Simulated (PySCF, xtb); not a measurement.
BrClFH2NSi, SMILES Br[Si](N)(F)Cl. The values are those of a single conformer.

Harmonic wavenumbers (cm⁻¹) from GFN2-xTB in xtb at its own minimum, in rising order: 104, 146, 161, 201, 207, 242, 384, 411, 550, 776, 854, 966, 1489, 3496, 3541.

Problem. What does PySCF with ωB97X-D3(BJ)/def2-SVP give at its own minimum? (The exact figures need the calculation; the answer reports its results.)

Solution. 118, 137, 243, 244, 259, 282, 301, 456, 592, 817, 875, 985, 1530, 3637, 3744. Paired by order, the mean absolute difference is 59 cm⁻¹ and the zero-point energies are 19.3 and 20.3 kcal/mol.
